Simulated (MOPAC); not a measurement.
A run for MOPAC: PM3 on CH6GaN (SMILES C[NH][GaH2]), a point of a torsion scan.

```
PM3 1SCF PRECISE CHARGE=0 THREADS=1
CH6GaN

C     -1.23105311 1     0.27858550 1     0.23413879 1
N     -0.09910821 1    -0.59889792 1    -0.05885224 1
Ga     1.56461241 1    -0.06183313 1    -0.53324884 1
H     -2.07127611 1     0.09402033 1    -0.44337023 1
H     -0.90537661 1     1.31481790 1     0.10421056 1
H     -1.58281511 1     0.15511347 1     1.26383910 1
H     -0.36063660 1    -1.57406479 1     0.04614575 1
H      2.64583191 1    -1.13950090 1    -0.79896113 1
H      1.82403773 1     1.46237174 1    -0.65328979 1
```

Output:

```
*******************************************************************************
 **                                                                           **
 **                              MOPAC v23.2.5                                **
 **                                                                           **
 *******************************************************************************
 ** MOPAC's Digital Object Identifier: https://doi.org/10.5281/zenodo.6511958 **
 **                                                                           **
 ** Please cite the open-source release paper for use of this MOPAC version:  **
 ** J. E. Moussa and J. J. P. Stewart (2026)                                  **
 ** MOPAC: An open-source semiempirical molecular orbital program             **
 ** J. Open Source Softw., 11(119), 8025, https://doi.org/10.21105/joss.08025 **
 *******************************************************************************

                              PM3 CALCULATION RESULTS

 *******************************************************************************
 *  PM3        - The PM3 Hamiltonian to be used
 *
 *
 *
 *                 CHARGE ON SYSTEM = 0
 *
 *
 *
 *  PRECISE    - TIGHTER CRITERIA TO BE USED
 *  1SCF       - DO 1 SCF AND THEN STOP
 *  THREADS=1  - MULTI-THREADING NOT USED
 *  T=         - A TIME OF 172800.0 SECONDS REQUESTED
 *  DUMP=N     - RESTART FILE WRITTEN EVERY 7200.0 SECONDS REQUESTED
 *******************************************************************************
PM3 1SCF PRECISE CHARGE=0 THREADS=1
 CH6GaN

   ATOM   CHEMICAL          X               Y               Z
  NUMBER   SYMBOL      (ANGSTROMS)     (ANGSTROMS)     (ANGSTROMS)

     1       C         -1.23105311  *   0.27858550  *   0.23413879  *
     2       N         -0.09910821  *  -0.59889792  *  -0.05885224  *
     3      Ga          1.56461241  *  -0.06183313  *  -0.53324884  *
     4       H         -2.07127611  *   0.09402033  *  -0.44337023  *
     5       H         -0.90537661  *   1.31481790  *   0.10421056  *
     6       H         -1.58281511  *   0.15511347  *   1.26383910  *
     7       H         -0.36063660  *  -1.57406479  *   0.04614575  *
     8       H          2.64583191  *  -1.13950090  *  -0.79896113  *
     9       H          1.82403773  *   1.46237174  *  -0.65328979  *



          CARTESIAN COORDINATES

    NO.       ATOM           X           Y           Z

     1         C         -1.2311      0.2786      0.2341
     2         N         -0.0991     -0.5989     -0.0589
     3        Ga          1.5646     -0.0618     -0.5332
     4         H         -2.0713      0.0940     -0.4434
     5         H         -0.9054      1.3148      0.1042
     6         H         -1.5828      0.1551      1.2638
     7         H         -0.3606     -1.5741      0.0461
     8         H          2.6458     -1.1395     -0.7990
     9         H          1.8240      1.4624     -0.6533

  H: (PM3): J. J. P. STEWART, J. COMP. CHEM. 10, 209 (1989).
  C: (PM3): J. J. P. STEWART, J. COMP. CHEM. 10, 209 (1989).
  N: (PM3): J. J. P. STEWART, J. COMP. CHEM. 10, 209 (1989).
 Ga: (PM3): J. J. P. STEWART, J. COMP. CHEM. 12, 320-341 (1991).

           Empirical Formula: C H6 N Ga  =     9 atoms



      MOLECULAR POINT GROUP   :   Cs


      RHF CALCULATION, NO. OF DOUBLY OCCUPIED LEVELS = 9


 -------------------------------------------------------------------------------
 PM3 1SCF PRECISE CHARGE=0 THREADS=1
 CH6GaN



     1SCF WAS SPECIFIED, SO BFGS WAS NOT USED
     SCF FIELD WAS ACHIEVED


                              PM3 CALCULATION
                                                       MOPAC v23.2.5 Linux




          FINAL HEAT OF FORMATION =         44.88588 KCAL/MOL =     187.80251 KJ/MOL


          COSMO AREA              =        104.27 SQUARE ANGSTROMS
          COSMO VOLUME            =         87.01 CUBIC ANGSTROMS

          IONIZATION POTENTIAL    =         10.153107 EV
          HOMO LUMO ENERGIES (EV) =        -10.153 -2.928
          NO. OF FILLED LEVELS    =          9
          MOLECULAR WEIGHT        =        101.8001         POINT GROUP:  Cs

          MOLECULAR DIMENSIONS (Angstroms)

            Atom       Atom       Distance
            H     8    H     4     4.88867
            H     9    H     7     3.54151
            H     4    H     6     1.74180


          SCF CALCULATIONS        =          1





   ATOM   CHEMICAL          X               Y               Z
  NUMBER   SYMBOL      (ANGSTROMS)     (ANGSTROMS)     (ANGSTROMS)

     1       C         -1.23105311  *   0.27858550  *   0.23413879  *
     2       N         -0.09910821  *  -0.59889792  *  -0.05885224  *
     3      Ga          1.56461241  *  -0.06183313  *  -0.53324884  *
     4       H         -2.07127611  *   0.09402033  *  -0.44337023  *
     5       H         -0.90537661  *   1.31481790  *   0.10421056  *
     6       H         -1.58281511  *   0.15511347  *   1.26383910  *
     7       H         -0.36063660  *  -1.57406479  *   0.04614575  *
     8       H          2.64583191  *  -1.13950090  *  -0.79896113  *
     9       H          1.82403773  *   1.46237174  *  -0.65328979  *

                             CARTESIAN COORDINATES

   1    C       -1.231053110     0.278585500     0.234138790
   2    N       -0.099108210    -0.598897920    -0.058852240
   3   Ga        1.564612410    -0.061833130    -0.533248840
   4    H       -2.071276110     0.094020330    -0.443370230
   5    H       -0.905376610     1.314817900     0.104210560
   6    H       -1.582815110     0.155113470     1.263839100
   7    H       -0.360636600    -1.574064790     0.046145750
   8    H        2.645831910    -1.139500900    -0.798961130
   9    H        1.824037730     1.462371740    -0.653289790


           Empirical Formula: C H6 N Ga  =     9 atoms



      MOLECULAR POINT GROUP   :   Cs


                  EIGENVALUES
 -33.97090 -23.41309 -17.99890 -16.67560 -15.43912 -14.23560 -11.80728 -11.37950
 -10.15311  -2.92826  -2.17820  -0.24939   0.81609   2.63241   3.02053   3.44709
   3.61434   4.20596


              NET ATOMIC CHARGES AND DIPOLE CONTRIBUTIONS

  ATOM NO.   TYPE          CHARGE      No. of ELECS.   s-Pop       p-Pop
    1          C          -0.141258        4.1413     1.15004     2.99122
    2          N           0.038571        4.9614     1.42529     3.53614
    3         Ga          -0.258679        3.2587     1.06726     2.19142
    4          H           0.060519        0.9395     0.93948
    5          H           0.070210        0.9298     0.92979
    6          H           0.060414        0.9396     0.93959
    7          H           0.044477        0.9555     0.95552
    8          H           0.067037        0.9330     0.93296
    9          H           0.058707        0.9413     0.94129
 DIPOLE           X         Y         Z       TOTAL
 POINT-CHG.    -1.205     0.002     0.334     1.250
 HYBRID        -1.379    -0.473     0.401     1.512
 SUM           -2.583    -0.472     0.735     2.727


          ATOMIC ORBITAL ELECTRON POPULATIONS

     Atom    s        px        py        pz
    1  C   1.15004   0.96496   1.00430   1.02195
    2  N   1.42529   1.12959   1.03220   1.37435
    3 Ga   1.06726   0.57238   1.02000   0.59904
    4  H   0.93948
    5  H   0.92979
    6  H   0.93959
    7  H   0.95552
    8  H   0.93296
    9  H   0.94129

 **********************
 *                    *
 * JOB ENDED NORMALLY *
 *                    *
 **********************




 == MOPAC DONE ==
```

The run finished.

Cost: very roughly 0.03 core-seconds.
